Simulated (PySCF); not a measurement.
Sn(Br)(OMe) (CH₃BrOSn), SMILES C[O][Sn][Br] (connectivity only; charge and spin as stated), neutral, multiplicity 1. Geometry: PBE0-D3(BJ)/def2-SVP. The structure was generated by enumeration; whether it is a known compound was not checked. The def2 effective core potentials stand for the cores of Sn; spin–orbit coupling is left out. One conformer was computed; it need not be the lowest.

All values below come from PBE0-D3(BJ)/def2-SVP (PySCF).

Harmonic wavenumbers (cm⁻¹): 89, 109, 141, 229, 261, 523, 1155, 1169, 1186, 1461, 1469, 1471, 3005, 3094, 3097. Rotational constants (GHz): 3.010, 1.405, 0.9639; symmetry number 1.

### Question
Work out the zero-point energy and the ideal-gas rigid-rotor harmonic-oscillator thermochemistry at 298.15 K and 1 atm.

### Answer
ZPE = ½ Σ hcν = ½ × 18460 cm⁻¹ = 26.39 kcal/mol. H − E(el) = 30.89 kcal/mol. Entropy in cal/(mol K): translation 42.20, rotation 28.76, vibration 14.08, total 85.03. G − E(el) = 5.54 kcal/mol. Cp = 19.43 cal/(mol K). Modes under 150 cm⁻¹ make the vibrational entropy uncertain.
